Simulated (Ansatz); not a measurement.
`O[SiH](F)I` + H₂ → `F[SiH2]I` + H₂O at 600 K and 1 bar (hydrogenolysis of the Si–O bond).

Gas-phase electronic energies from Ansatz, PBE0-D4/def2-TZVP geometries. CCSD(T)/CBS is the MP2 limit (def2-TZVPP, def2-QZVPP) plus CCSD(T) − MP2 in def2-TZVPP, frozen cores. This one scheme is used for every species. def2 core potentials past Kr. For I outer-core shells are correlated without core-valence functions, which leaves a few kJ/mol of doubt a bond. Each species was taken in one conformer, which may not be the lowest.

```tsv
species	CCSD(T)/CBS energy (Eh)	H − E (kJ/mol)	S (J/(mol·K))
`O[SiH](F)I`	-762.85028	116.5	394.1
H₂	-1.17544	43.9	150.8
`F[SiH2]I`	-687.61044	90.2	351.4
H₂O	-76.37941	76.8	212.8
```

H − E and S are ideal-gas, rigid-rotor, harmonic terms from PBE0-D4/def2-TZVP, for one conformer and one mirror image of each species. The MP2-based limit puts H₂ 0.8 mEh under its directly extrapolated value; such offsets cancel only in part. 1 Eh = 2625.50 kJ/mol, R = 8.31446 J/(mol·K).

Q: By hand: ΔE, ΔH, ΔS and ΔG.

A: ΔE = (-687.61044) + (-76.37941) − (-762.85028) − (-1.17544) = 0.03587 Eh = 94.2 kJ/mol. Δ(H − E) = 90.2 + 76.8 − 116.5 − 43.9 = 6.6, so ΔH = 100.8 kJ/mol. ΔS = 351.4 + 212.8 − 394.1 − 150.8 = 19.3 J/(mol·K). ΔG = 100.8 − 600 × (19.3)/1000 = 89.2 kJ/mol.

Q: By hand: the equilibrium constant, and the temperature at which ΔG would vanish if ΔH and ΔS stayed fixed.

A: log₁₀ K = −ΔG/(RT ln 10) = -7.8. ΔG = 0 at ΔH/ΔS = 5223 K, far beyond where these terms or the molecules hold.

ΔH outweighs TΔS. A doubt of 5 kJ/mol in ΔE shifts log₁₀ K by 0.4 here. Other conformers and mirror images would add mixing entropy, several J/(mol·K) or more a flexible species. These are equilibria of isolated gas molecules and say nothing of rates. Largest T1 diagnostic: 0.010 (customary marks: 0.02 for closed shells, 0.045 for open ones).
